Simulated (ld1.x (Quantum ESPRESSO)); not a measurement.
**Pseudopotential generation for nitrogen: ultrasoft, LDA (PZ), non-relativistic.**

ld1.x (Quantum ESPRESSO) 7.5 input, shortened:

```
&input
   title='N', zed=7., rel=0, dft='PZ', iswitch=3,
   config='[He] 2s1.5 2p3.5'
 /
 &inputp
   pseudotype=3, tm=.true., lloc=-1, rcloc=0.60,
   nlcc=.true.,
   which_augfun='PSQ', rmatch_augfun_nc=.true.
 /
4
2S  1  0   1.50   0.00  0.55  0.65  0.0
2S  1  0   0.00  -0.30  0.55  0.65  0.0
2P  2  1   3.50   0.00  1.35  1.55  0.0
2P  2  1   0.00   0.85  1.35  1.55  0.0
 &test
   configts(1)='2s1.5 2p3.5'
 /
```

(1) Does this generation succeed?

Answers

(1) No. ld1.x (Quantum ESPRESSO) 7.5 stopped with "chargeps: negative rho": the pseudo-density turned negative during the self-consistent test, most likely because a state had been found with a wrong node count and its wave set to zero before. Before that it printed "Warning: n=1, l=0 expected 0 nodes, found 1".
